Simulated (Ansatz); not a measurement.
Start from `O[SiH](Cl)[GeH2][Cl]` and change one atom or group to get `O[Si](O)(Cl)[GeH2][Cl]`.

Ansatz, PBE0-D4/def2-TZVP geometries, multiplicity 1. Each molecule was computed in one conformer, which needn't be the lowest.

Scalar relativity is left out up to krypton.

```json
{"property": "size of the dipole moment (B3LYP/def2-TZVPP) / D", "`O[SiH](Cl)[GeH2][Cl]`": "1.62"}
{"property": "HOMO energy (ωB97M-V/def2-TZVPP) / eV", "`O[SiH](Cl)[GeH2][Cl]`": "-10.18"}
{"property": "LUMO energy (ωB97M-V/def2-TZVPP) / eV", "`O[SiH](Cl)[GeH2][Cl]`": "0.65"}
{"property": "LUMO energy (PBE0/def2-TZVPP) / eV", "`O[SiH](Cl)[GeH2][Cl]`": "-1.19"}
{"property": "size of the dipole moment (PBE/def2-TZVPP) / D", "`O[SiH](Cl)[GeH2][Cl]`": "1.45"}
{"property": "HOMO energy (B3LYP/def2-TZVPP) / eV", "`O[SiH](Cl)[GeH2][Cl]`": "-7.94"}
```

(1) What does the change do to each property? (Estimate.)

## Answers

(1) Computed: 
```
                                        property  `O[Si](O)(Cl)[GeH2][Cl]`  shift
size of the dipole moment (B3LYP/def2-TZVPP) / D                      1.75   0.13
           HOMO energy (ωB97M-V/def2-TZVPP) / eV                    -10.24  -0.06
           LUMO energy (ωB97M-V/def2-TZVPP) / eV                      1.06   0.41
              LUMO energy (PBE0/def2-TZVPP) / eV                     -0.81   0.38
  size of the dipole moment (PBE/def2-TZVPP) / D                      1.74   0.29
             HOMO energy (B3LYP/def2-TZVPP) / eV                     -7.96  -0.02
```

Dipoles are sizes alone; their direction can turn.

Positive LUMOs are unbound, so they and the gaps depend on the basis.

B3LYP here is the variant with VWN-RPA as its local correlation; programs differ in this.
